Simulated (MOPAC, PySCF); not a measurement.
C2H6N2, SMILES `C/N=C\N` (N–C–N–H torsion 165°), neutral singlet in the gas phase. 

Cartesian coordinates (Å):
SMILES: C/N=C\N
```xyz
10

C      1.3773     0.0480    -0.2139
N      0.2676    -0.3705    -1.0499
C     -0.8967    -0.3279    -0.5472
N     -1.2553     0.0400     0.7298
H      1.2755     1.0877     0.1309
H      2.3033    -0.0169    -0.7833
H      1.4859    -0.5863     0.6761
H     -1.7397    -0.6486    -1.1577
H     -2.2235     0.2362     0.9140
H     -0.5943     0.5383     1.3012
```
Charge 0, spin multiplicity 1.

All levels are single points at this geometry (B3LYP-D3(BJ)/def2-TZVP); Pople sets use spherical d functions. Orbital energies aren't observables, and empty levels follow the basis.

HF/STO-3G in PySCF gives gap (eV) = 16.46.

**Question.** Estimate the gap (eV) from each of these levels: TPSSh-D3(BJ)/def2-TZVP in PySCF; B3LYP/3-21G in PySCF; B3LYP/6-311+G** in PySCF; BP86/6-31G* in PySCF; PBE/6-31G* in PySCF; SVWN5/6-31G* in PySCF; HF/3-21G in PySCF; HF/6-31G* in PySCF; AM1 in MOPAC; PM3 in MOPAC; PM6 in MOPAC; PM7 in MOPAC.

**Answer.** 
```tsv
level	gap (eV)
TPSSh-D3(BJ)/def2-TZVP in PySCF	6.50
B3LYP/3-21G in PySCF	7.29
B3LYP/6-311+G** in PySCF	6.42
BP86/6-31G* in PySCF	5.40
PBE/6-31G* in PySCF	5.39
SVWN5/6-31G* in PySCF	5.27
HF/3-21G in PySCF	15.03
HF/6-31G* in PySCF	15.05
AM1 in MOPAC	11.16
PM3 in MOPAC	10.33
PM6 in MOPAC	10.75
PM7 in MOPAC	10.74
```
